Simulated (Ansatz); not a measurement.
Consider the substitution at a C–O bond: `C[O][Sc]([NH2])[OH]` + `[OH][Al]([F])[SH]` → `C[O][Al]([F])[SH]` + `[NH2][Sc]([OH])[OH]`.

Isolated molecules relaxed with PBE0-D4/def2-TZVP in Ansatz; ΔE leaves out vibrations. CCSD(T)/CBS adds triple-zeta CCSD(T) − MP2 to the extrapolated MP2 energy (def2 sets, frozen cores). This one scheme is used for every species. DFT in def2-TZVPP. B3LYP here is the variant with VWN-RPA as its local correlation; programs differ in this. For Sc outer-core shells are correlated without core-valence functions, which leaves a few kJ/mol of doubt a bond. Scalar relativity is left out up to krypton. Each species was taken in one conformer, which may not be the lowest.

`C[O][Sc]([NH2])[OH]`:

Cartesian coordinates in Å:
```
C 1.608 0.055 1.698
O 0.657 0.056 0.693
Sc -0.623 0.267 -0.654
N -1.356 -1.405 -1.445
O -1.278 1.893 -1.328
H 2.537 -0.422 1.360
H 1.854 1.075 2.020
H 1.253 -0.497 2.577
H -1.105 -2.352 -1.191
H -2.051 -1.462 -2.178
H -1.498 2.791 -1.552
```

`[OH][Al]([F])[SH]`:

Cartesian coordinates in Å:
```
O 0.238 -0.656 -1.641
Al 0.220 0.229 -0.215
F 1.054 1.642 -0.172
S -0.847 -0.408 1.560
H -0.209 -1.488 -1.777
H -0.455 0.681 2.244
```

`C[O][Al]([F])[SH]`:

Z-matrix (Å, degrees):
```
C
O 1 1.399
H 1 1.094 2 109.9
H 1 1.095 2 112.4 3 120.6
H 1 1.094 2 109.9 3 -118.7
Al 2 1.665 1 139.5 3 -120.9
S 6 2.160 2 118.8 1 -179.8
F 6 1.647 2 121.8 1 0.2
H 7 1.345 6 91.8 2 -180.0
```

`[NH2][Sc]([OH])[OH]`:

Cartesian coordinates in Å:
```
N -1.307 0.977 0.259
Sc 0.264 -0.198 -0.053
O 0.991 -0.173 -1.781
O 0.854 -1.205 1.414
H -1.747 1.581 -0.423
H -1.813 1.079 1.130
H 1.478 -0.282 -2.591
H 1.279 -1.778 2.044
```

```
             level  ΔE (kcal/mol)
           PBE0-D4            1.9
            r2SCAN            2.1
             B3LYP            1.6
    MP2/def2-TZVPP            1.8
SCS-MP2/def2-TZVPP            1.6
   CCSD/def2-TZVPP            1.6
    MP2/def2-QZVPP            2.0
      HF/CBS(def2)            0.9
```

What does CCSD(T)/CBS give? (An estimate is asked.)

The calculation gave: +2.0 kcal/mol. The listed levels differ from it by -0.1, 0.1, -0.4, -0.2, -0.4, -0.4, 0.0, -1.1 kcal/mol.

Largest T1 diagnostic among the species: 0.016.

In def2-TZVPP, CCSD(T) changes the Hartree–Fock value by +1.1 kcal/mol (the triples alone add +0.3 kcal/mol) and MP2 by +1.1 kcal/mol.
